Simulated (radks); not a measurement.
Results of a calculation; reference values are marked as such.
Bi3+, configuration [Hg].

Level of theory: scalar-relativistic Kohn-Sham, PBE, spin-polarised, spherical densities, finite nucleus; Fermi nuclear charge, rms radius 5.5211 fm (a radial shooting solver on a logarithmic mesh with Libxc functionals).

Energy parts (hartree):
part                       energy
total                 -21522.5604
kinetic                24393.5049
electron-nucleus      -53700.5925
Hartree                 8178.2215
exchange-correlation    -393.6943

Orbitals (lengths in bohr, moments of r in powers of bohr; <r^-3> diverges for s and p1/2; r(max) is where P^2 peaks):
\begin{tabular}{lrrrrrr}
orbital & occ. & eigenvalue (hartree) & <1/r> & r(max) & <r^-3> & <r> \\ \hline
1s & 2 & -3331.164 & 103.2 & 0.009662 & - & 0.01580 \\
2s & 2 & -599.4248 & 24.25 & 0.05620 & - & 0.06649 \\
2p & 6 & -513.1329 & 21.22 & 0.04691 & 31030 & 0.06054 \\
3s & 2 & -145.4836 & 8.988 & 0.1585 & - & 0.1716 \\
3p & 6 & -120.8150 & 8.110 & 0.1588 & 7232 & 0.1737 \\
3d & 10 & -95.97996 & 7.603 & 0.1294 & 871.3 & 0.1575 \\
4s & 2 & -34.18695 & 3.877 & 0.3559 & - & 0.3771 \\
4p & 6 & -26.09991 & 3.480 & 0.3759 & 1791 & 0.4025 \\
4d & 10 & -16.83847 & 3.131 & 0.3815 & 191.4 & 0.4225 \\
4f & 14 & -6.64111 & 2.745 & 0.3420 & 39.36 & 0.4409 \\
5s & 2 & -6.82244 & 1.644 & 0.7707 & - & 0.8310 \\
5p & 6 & -4.55113 & 1.410 & 0.8601 & 342.9 & 0.9474 \\
5d & 10 & -2.01476 & 1.074 & 1.031 & 24.66 & 1.218 \\
6s & 2 & -1.46923 & 0.6367 & 1.811 & - & 2.014 \\
6p & 0 & -1.01480 & 0.5088 & 2.208 & 43.48 & 2.482 \\
\end{tabular}

The highest occupied level is 6s at -39.980 eV. For comparison, the ionisation energy in NIST's Atomic Spectra Database is 45.4 eV (measured). In exact Kohn-Sham theory the highest level is minus the ionisation energy, but local and semilocal functionals leave it too shallow, through self-interaction and a potential that decays too fast; potentials with the right tail come closer.

Beside tabulated values, note that scalar-relativistic runs lack spin-orbit coupling.
